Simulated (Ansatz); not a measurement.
```yaml
crystal:
  periodic: [false, false, false]
  atoms:
    - {symbol: O, position_ang: [0.500453, 1.121199, -0.439713]}
    - {symbol: C, position_ang: [0.000623, -0.016412, -0.012749]}
    - {symbol: O, position_ang: [0.479173, -0.283901, 1.181284]}
    - {symbol: Se, position_ang: [-1.157084, -1.045974, -0.920380]}
    - {symbol: H, position_ang: [0.127757, 1.284396, -1.316308]}
    - {symbol: H, position_ang: [0.091278, -1.123508, 1.461566]}
basis:
  gaussian: {orbitals: cc-pVTZ-DK}
hamiltonian: {xc: {name: RPBE}}
scf: {lower_state_search: light}
smearing: {width: 0.1}
output: {forces: true}
```

```sh
$ ansatz run in.yaml --threads 2 --pin off --events-out ev --progress --plain --max-ram 4352MiB
```

It prints (some lines left out):

```
Error: YAML parse error: error: line 14 column 1: unknown field `smearing`, expected one of crystal, accuracy, basis, kpoints, hamiltonian, magnetization, projection, total_charge, correlation, batch, efield, external_charges, scf, relax, neb, saddle, md, ramp, phonons, dielectric, real_time, elastic, magnetic_configurations, gw, evaluate, workflow, output, checkpoint, execution
12 | hamiltonian: {xc: {name: RPBE}}
13 | scf: {lower_state_search: light}
14 | smearing: {width: 0.1}
15 | output: {forces: true}
```

(1) What is wrong with this run?

Results:

(1) The input holds a key that doesn't belong there. The program refused the input.
